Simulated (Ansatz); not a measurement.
C2H9FOSi2, SMILES O[C@H]([SiH3])C[SiH2]F.

Geometry: B3LYP-D3(BJ)/def2-SVP. The structure was generated by enumeration; whether it is a known compound was not checked. The values are those of a single conformer.

Two levels are set side by side: PBE/def2-SVPD (Ansatz, a first-principles code) and PBE0/def2-SVPD (Ansatz). Energy differences of separate SCF runs at the same geometry; the states with an electron removed or added have multiplicity 2 and 2. Differences are taken from unrounded values.

```
quantity                           PBE0
---------------------------------  ----
vertical ionisation energy (eV)    9.78
vertical singlet–triplet gap (eV)  6.18
```

Q: What does PBE give, and how far is it from PBE0? (Estimate from the structure and the level; the computed values follow.)

A: 
```csv
quantity,PBE,PBE minus PBE0
vertical ionisation energy (eV),9.44,-0.34
vertical singlet–triplet gap (eV),5.70,-0.47
```
